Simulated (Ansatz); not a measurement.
`N[SiH2]O[SiH3]` + H–F → `N[SiH2]F` + `O[SiH3]`  (ligand exchange at the Si–O bond)

Isolated molecules relaxed with PBE0-D4/def2-TZVP in Ansatz; ΔE leaves out vibrations. CBS: MP2 limit from def2 TZ/QZ plus the TZ coupled-cluster correction, frozen cores. This one scheme is used for every species. Functionals use def2-TZVPP. HSE06 is defined as in plane-wave codes. One conformer a species, not always the lowest.

`N[SiH2]O[SiH3]`:

Z-matrix (Å, degrees):
```
Si
O 1 1.640
N 1 1.701 2 114.3
H 1 1.483 2 107.7 3 119.4
H 1 1.484 2 107.7 3 -119.4
Si 2 1.630 1 148.8 3 178.7
H 3 1.007 1 121.3 2 -75.2
H 3 1.007 1 121.3 2 75.3
H 6 1.484 2 108.5 1 -179.2
H 6 1.487 2 110.5 1 61.0
H 6 1.487 2 110.5 1 -59.4
```

H–F:

Cartesian coordinates in Å:
```
F 0.141 0.238 -0.368
H -0.141 -0.238 0.368
```

`N[SiH2]F`:

Cartesian coordinates in Å:
```
N 1.045 0.021 -0.068
Si -0.635 -0.093 0.129
F -1.489 0.841 -0.857
H 1.525 -0.435 -0.826
H 1.573 0.796 0.297
H -0.974 0.351 1.499
H -1.046 -1.481 -0.174
```

`O[SiH3]`:

Z-matrix (Å, degrees):
```
Si
O 1 1.648
H 1 1.489 2 111.7
H 1 1.489 2 111.7 3 120.9
H 1 1.481 2 105.9 3 -119.6
H 2 0.957 1 117.9 3 -60.5
```

CCSD(T)/CBS gives -6.5 kcal/mol.

Another level gave -8.0 kcal/mol. Which?
A. BLYP/def2-TZVPP
B. HSE06/def2-TZVPP
C. MP2/def2-TZVPP
D. PBE/def2-TZVPP

B. HSE06 -8.0, PBE -9.0, MP2/def2-TZVPP -6.3, BLYP -10.1 kcal/mol.

Largest T1 diagnostic among the species: 0.011.

Leaving LDA and LC-ωPBE aside and taking each functional with its dispersion term where it has one, the values, not all of them listed here, spread over 1.8 kcal/mol, from B97M-V to BHLYP-D4. LDA lies +1.1 kcal/mol from PBE without D4. The D4 term adds +2.1 kcal/mol with B3LYP and +1.2 kcal/mol with PBE0; it sums over pairs of atoms, weighted by their polarisabilities, and B3LYP, whose exchange is more repulsive, gets the larger term. From BLYP to BHLYP (50 % exact exchange), in def2-TZVPP and without D4, ΔE moves by +1.6 kcal/mol.

B3LYP here is the variant with VWN-RPA as its local correlation; programs differ in this.
